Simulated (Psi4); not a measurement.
BBr3, singlet (typed; the unrestricted solution is spin-contaminated), at a GFN2-xTB geometry, with bond 3-1 at 2.2 times its length; HF/STO-3G in Psi4.

The Psi4 input:
```
memory 2 GB

molecule mol {
0 1
  B     0.018083   -0.019782   -0.037610
  Br   -1.507311   -1.111182   -0.137553
  Br    0.021667    3.690487   -1.856746
  Br    1.485016   -0.552696    1.007416
}

set basis sto-3g
set reference uhf
set stability_analysis follow
set scf_type pk

energy('scf')
print_variables()
```

Problem. Write the output that Psi4 gives for this input, abridged.

Solution. 
```
   => Loading Basis Set <=

    Name: STO-3G
    Role: ORBITAL
    Keyword: BASIS

         ---------------------------------------------------------
                                   SCF
               by Justin Turney, Rob Parrish, Andy Simmonett
                          and Daniel G. A. Smith
                              UHF Reference
         ---------------------------------------------------------

  ==> Geometry <==

    Molecular point group: c1
    Full point group: C1

    Geometry (in Angstrom), charge = 0, multiplicity = 1:

       Center              X                  Y                   Z               Mass
    ------------   -----------------  -----------------  -----------------  -----------------
         B            0.017479521041    -0.664422149771     0.278404938397    11.009305360000
         BR          -1.507914478959    -1.755822149771     0.178461938397    78.918337600000
         BR           0.021063521041     3.045846850229    -1.540731061603    78.918337600000
         BR           1.484412521041    -1.197336149771     1.323430938397    78.918337600000

  Running in c1 symmetry.

  Rotational constants: A =      0.04039  B =      0.01241  C =      0.00949 [cm^-1]
  Rotational constants: A =   1210.80310  B =    372.04254  C =    284.60693 [MHz]
  Nuclear repulsion =  563.838719245068091

  Charge       = 0
  Multiplicity = 1
  Electrons    = 110
  Nalpha       = 55
  Nbeta        = 55

  ==> Algorithm <==

  SCF Algorithm Type is PK.
  DIIS enabled.
  MOM disabled.
  Fractional occupation disabled.
  Guess Type is SAD.
  Energy threshold   = 1.00e-06
  Density threshold  = 1.00e-06
  Integral threshold = 1.00e-12

  ==> Primary Basis <==

  Basis Set: STO-3G
    Blend: STO-3G
    Number of shells: 27
    Number of basis functions: 59
    Number of Cartesian functions: 62
    Spherical Harmonics?: true
    Max angular momentum: 2

  ==> Integral Setup <==

  Using in-core PK algorithm.
   Calculation information:
      Number of atoms:                   4
      Number of AO shells:              27
      Number of primitives:             81
      Number of atomic orbitals:        62
      Number of basis functions:        59

      Integral cutoff                 1.00e-12
      Number of threads:                 1

  Performing in-core PK
  Using 3134670 doubles for integral storage.
  We computed 26939 shell quartets total.
  Whereas there are 71631 unique shell quartets.

  ==> DiskJK: Disk-Based J/K Matrices <==

    J tasked:                  Yes
    K tasked:                  Yes
    wK tasked:                  No
    Schwarz Cutoff:          1E-12

  Minimum eigenvalue in the overlap matrix is 3.0686666968E-01.
  Reciprocal condition number of the overlap matrix is 1.6797742782E-01.
    Using symmetric orthogonalization.

  ==> Pre-Iterations <==

  SCF Guess: Superposition of Atomic Densities via on-the-fly atomic UHF (no occupation information).

   -------------------------
    Irrep   Nso     Nmo
   -------------------------
     A         59      59
   -------------------------
    Total      59      59
   -------------------------

  ==> Iterations <==

                        Total Energy        Delta E     RMS |[F,P]|

   @UHF iter SAD: -7653.71813172481052   -7.65372e+03   0.00000e+00
   @UHF iter   1: -7657.75390025468096   -4.03577e+00   9.86493e-03 ADIIS/DIIS
   @UHF iter   2: -7654.51960555049573    3.23429e+00   1.49502e-02 ADIIS/DIIS
   @UHF iter   3: -7658.07105005917583   -3.55144e+00   3.88625e-03 ADIIS/DIIS
   @UHF iter   4: -7658.12734176757840   -5.62917e-02   9.74497e-04 ADIIS/DIIS
   @UHF iter   5: -7658.11628220668445    1.10596e-02   4.07452e-03 ADIIS/DIIS
   @UHF iter   6: -7658.11886910319663   -2.58690e-03   3.79255e-03 ADIIS/DIIS
   @UHF iter   7: -7658.16180237506433   -4.29333e-02   2.42664e-03 ADIIS/DIIS
   @UHF iter   8: -7658.18230575922735   -2.05034e-02   1.18660e-03 ADIIS/DIIS
   @UHF iter   9: -7658.18791362746833   -5.60787e-03   7.76488e-05 DIIS
   @UHF iter  10: -7658.18791410597441   -4.78506e-07   7.39033e-05 DIIS
   @UHF iter  11: -7658.18793623802594   -2.21321e-05   2.60966e-05 DIIS
   @UHF iter  12: -7658.18793897084834   -2.73282e-06   9.59431e-07 DIIS
   @UHF iter  13: -7658.18793898754029   -1.66920e-08   9.57505e-07 DIIS
  Energy and wave function converged.

    Negative totally symmetric eigenvalue detected: -0.313721
    Wavefunction unstable!
    Lowest UHF->UHF stability eigenvalues:
       A -0.313721

    Rotating orbitals by 0.5 * pi / 2 radians along unstable eigenvector.
    Running SCF again with the rotated orbitals.
   @UHF iter  14: -7658.20538712002235   -7.65821e+03   3.99675e-03 ADIIS/DIIS
   @UHF iter  15: -7658.33406217820539   -1.28675e-01   1.41694e-03 ADIIS/DIIS
   @UHF iter  16: -7658.34469599182194   -1.06338e-02   4.13749e-04 ADIIS/DIIS
   @UHF iter  17: -7658.34557217278598   -8.76181e-04   7.55800e-05 DIIS
   @UHF iter  18: -7658.34562385286972   -5.16801e-05   3.12751e-05 DIIS
   @UHF iter  19: -7658.34563232081837   -8.46795e-06   1.14092e-05 DIIS
   @UHF iter  20: -7658.34563370288106   -1.38206e-06   2.89940e-06 DIIS
   @UHF iter  21: -7658.34563381900807   -1.16127e-07   1.47839e-06 DIIS
   @UHF iter  22: -7658.34563387521484   -5.62068e-08   8.64938e-07 DIIS
    Negative totally symmetric eigenvalue detected: -0.000204
    Wavefunction unstable!
    Lowest UHF->UHF stability eigenvalues:
       A -0.000204

    Rotating orbitals by 0.5 * pi / 2 radians along unstable eigenvector.
    There's still a negative eigenvalue. Try modifying FOLLOW_STEP_SCALE
    or increasing MAX_ATTEMPTS (not available for PK integrals).

  ==> Post-Iterations <==

   @Spin Contamination Metric:   1.005584353E+00
   @S^2 Expected:                0.000000000E+00
   @S^2 Observed:                1.005584353E+00
   @S   Expected:                0.000000000E+00
   @S   Observed:                0.000000000E+00

    Orbital Energies [Eh]
    ---------------------

    Alpha Occupied:

[...]
      55A     -0.322285

    Alpha Virtual:

[...]
      59A      0.550513

    Beta Occupied:

[...]
      55A     -0.271081

    Beta Virtual:

[...]
      59A      0.486500

    Final Occupation by Irrep:
              A
    DOCC [    55 ]
    SOCC [     0 ]
    NA   [    55 ]
    NB   [    55 ]

  @UHF Final Energy: -7658.34563387521484

   => Energetics <=

    Nuclear Repulsion Energy =            563.8387192450680914
    One-Electron Energy =              -11844.2905905795651051
    Two-Electron Energy =                3622.1062374592816013
    Total Energy =                      -7658.3456338752148440

  UHF NO Occupations:
  HONO-2 :   53  A 1.9994629
  HONO-1 :   54  A 1.9981346
  HONO-0 :   55  A 1.0391375
  LUNO+0 :   56  A 0.9608625
  LUNO+1 :   57  A 0.0018654
  LUNO+2 :   58  A 0.0005371
  LUNO+3 :   59  A 0.0003977

Computation Completed

Properties will be evaluated at   0.000000,   0.000000,   0.000000 [a0]

Properties computed using the SCF density matrix

 Multipole Moments:

 ------------------------------------------------------------------------------------
     Multipole            Electronic (a.u.)      Nuclear  (a.u.)        Total (a.u.)
 ------------------------------------------------------------------------------------

 L = 1.  Multiply by 2.5417464519 to convert [e a0] to [Debye]
 Dipole X            :          0.0073334            0.0038783            0.0112117
 Dipole Y            :          0.4502085           -0.1474203            0.3027882
 Dipole Z            :         -0.2387647            0.0617718           -0.1769929
 Magnitude           :                                                    0.3509029

 ------------------------------------------------------------------------------------

  Variable Map:
  ----------------------------------------------------------------------------
[...]
  Array Variable Map:
  ----------------------------------------------------------------------------
[...]
[...]
```

The run did not converge; its last values are not results.
